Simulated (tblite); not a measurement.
Species: C₃H₆ClFO₂S.
SMILES with atom numbers: `[CH3:1][CH2:2][C@@H:3]([F:4])[S:5](=[O:6])(=[O:7])[Cl:8]` (hydrogens: H9, H10, H11 on C1; H12, H13 on C2; H14 on C3)

Computed with GFN2-xTB (tblite), gas phase: L-BFGS steps from a force-field or distance-geometry start until the largest atomic force falls under 0.01 eV/Å.

Step 0: E = -819.1835 eV
```
atom  x, y, z in Å  |  force x, y, z in eV/Å
C1     -1.6879    0.5677    0.2599   -2.583   1.441   0.819
C2     -0.8748   -0.4788   -0.3556   -1.196  -1.618  -1.965
C3      0.5252   -0.7019    0.0292   -0.707  -3.715   1.255
F4      0.9884   -1.7663   -0.7524    0.145   0.894   0.246
S5      1.7164    0.5289   -0.0310    3.512   6.335   0.520
O6      1.9774    1.2155   -1.3182   -1.062  -1.899   2.107
O7      1.5967    1.5172    1.1137   -0.314  -3.020  -2.705
Cl8     3.5208   -0.4614    0.3857   -0.897   0.107  -0.156
H9     -1.3040    1.5851    0.2536    0.412  -0.182  -0.023
H10    -2.6492    0.6189   -0.3489    0.947  -0.007   0.841
H11    -1.9996    0.3245    1.3010    0.373   0.194  -0.624
H12    -1.4296   -1.4570   -0.1704    0.711   0.732  -0.170
H13    -0.9331   -0.3610   -1.4577    0.336   0.086   0.287
H14     0.5527   -1.1318    1.0689    0.323   0.652  -0.432
```

Step 1: E = -819.9540 eV
```
atom  x, y, z in Å  |  force x, y, z in eV/Å
C1     -1.7248    0.5883    0.2716   -0.373  -0.036  -0.197
C2     -0.8919   -0.5019   -0.3837   -0.702   0.005   0.072
C3      0.5151   -0.7550    0.0471    0.136  -0.356  -0.043
F4      0.9904   -1.7535   -0.7489    0.417   0.242  -0.012
S5      1.7665    0.6194   -0.0236    0.636  -1.677   0.261
O6      1.9623    1.1884   -1.2881   -0.146   0.407  -1.452
O7      1.5922    1.4741    1.0751   -0.489   0.802   1.195
Cl8     3.5080   -0.4599    0.3835   -0.487   0.146  -0.078
H9     -1.2982    1.5825    0.2533    0.338  -0.029   0.000
H10    -2.6357    0.6188   -0.3369   -0.018   0.163   0.381
H11    -1.9943    0.3273    1.2920    0.095   0.089  -0.007
H12    -1.4194   -1.4465   -0.1728    0.078   0.036  -0.191
H13    -0.9283   -0.3598   -1.4536    0.247   0.104  -0.434
H14     0.5573   -1.1225    1.0628    0.266   0.102   0.507
```

**Question.** Estimate the geometry and energy of step 2. (The exact step hangs on the optimiser's Hessian estimate; all steps are aligned on step 1, rigid shifts and turns removed.)

**Answer.** E = -820.0230 eV, largest force 0.483 eV/Å
```
atom  x, y, z in Å  |  force x, y, z in eV/Å
C1     -1.7317    0.5890    0.2697   -0.016   0.023  -0.044
C2     -0.9019   -0.5032   -0.3844   -0.211   0.105  -0.045
C3      0.5162   -0.7627    0.0476   -0.114  -0.126   0.046
F4      0.9959   -1.7496   -0.7488    0.412   0.096  -0.073
S5      1.7776    0.6032   -0.0198    0.321   0.055  -0.043
O6      1.9595    1.1920   -1.3049   -0.284  -0.253  -0.033
O7      1.5857    1.4818    1.0881   -0.230  -0.142   0.037
Cl8     3.5010   -0.4580    0.3824   -0.327   0.067  -0.047
H9     -1.2935    1.5819    0.2532    0.271  -0.121  -0.015
H10    -2.6352    0.6209   -0.3313   -0.268   0.187   0.212
H11    -1.9928    0.3286    1.2914    0.063   0.082   0.027
H12    -1.4178   -1.4455   -0.1754   -0.058  -0.129  -0.163
H13    -0.9248   -0.3584   -1.4590    0.208   0.081  -0.278
H14     0.5610   -1.1207    1.0689    0.233   0.075   0.416
```

The energy changes by -0.0691 eV. The first-order estimate −F·Δx gives -0.1187 eV and the mean of the old and new forces, exact on a quadratic surface, -0.0699 eV. The step makes an angle of 13° with the force vector and moves no atom by more than 0.020 Å.
